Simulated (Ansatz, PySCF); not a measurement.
Y (SMILES [Y]), doublet (core potentials on Y). Base run: PySCF with CAMB3LYP/def2-SVP.

PySCF was given this input:
```python
from pyscf import gto, scf, dft

mol = gto.M(
    atom='''
Y     0.000000    0.000000    0.000000
''',
    basis='def2-svp',
    ecp={'Y': 'def2-svp'},
    charge=0,
    spin=1,
    verbose=4,
)

mf = dft.UKS(mol)
mf.xc = 'camb3lyp'
mf.kernel()
```

The same geometry, method and basis name were run in Ansatz (a program for electronic structure) and PySCF, at each program's defaults and at the settings that a row names. The base is PySCF at its defaults. Differences at the defaults can come from grids, fitting, cores and function types together.

```json
[
 {"code and settings": "PySCF, defaults (exact integrals, its default grid, spherical functions)", "ΔE vs base (µEh)": "0.0", "basis functions": "31", "E (Eh)": "-38.17302", "SCF cycles": "16"},
 {"code and settings": "Ansatz, defaults (factorised integrals, its default grid, spherical functions)", "ΔE vs base (µEh)": "1.2", "basis functions": "31", "E (Eh)": "-38.17302", "SCF cycles": "-"},
 {"code and settings": "PySCF, density fitting with def2-universal-jkfit", "ΔE vs base (µEh)": "-1.8", "basis functions": "31", "E (Eh)": "-38.17302", "SCF cycles": "17"},
 {"code and settings": "PySCF, fine grid", "ΔE vs base (µEh)": "-0.5", "basis functions": "31", "E (Eh)": "-38.17302", "SCF cycles": "14"},
 {"code and settings": "Ansatz, high accuracy", "ΔE vs base (µEh)": "-0.4", "basis functions": "31", "E (Eh)": "-38.17302", "SCF cycles": "-"}
]
```

Open shells are given as the SCF converged; they aren't shown to be the lowest states, and a large step between rows can be another state.
